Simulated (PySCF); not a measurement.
SMILES [SiH2]([SiH2]C(=O)OC)C (C3H10O2Si2), singlet (GFN2-xTB optimised geometry):

```
17

C      0.553    -2.035     0.150
O     -0.153    -0.801     0.072
C      0.579     0.319     0.000
O      1.787     0.319     0.000
Si    -0.549     1.856     0.000
Si    -0.774     2.547     2.203
C     -1.750     4.177     2.258
H      1.105    -2.091     1.091
H     -0.193    -2.823     0.096
H      1.261    -2.114    -0.677
H     -1.787     1.421    -0.658
H      0.103     2.823    -0.890
H      0.513     2.770     2.879
H     -1.500     1.566     3.029
H     -2.737     4.061     1.818
H     -1.239     4.962     1.709
H     -1.886     4.526     3.277
```

Calculation: CAM-B3LYP/def2-SVP (PySCF).

Problem. What are the frontier orbital energies and the dipole moment?

Solution. HOMO-2 -10.03 eV, HOMO-1 -9.87 eV, HOMO -8.75 eV, LUMO 0.79 eV, LUMO+1 1.25 eV; dipole moment 1.83 D.

Meta-Löwdin charges at CAM-B3LYP/def2-SVP: C1 -0.08, O2 -0.34, C3 0.31, O4 -0.44, Si5 0.35, Si6 0.42, C7 -0.52, H8 0.11, H9 0.12, H10 0.11, H11 -0.08, H12 -0.08, H13 -0.09, H14 -0.10, H15 0.11, H16 0.11, H17 0.11.
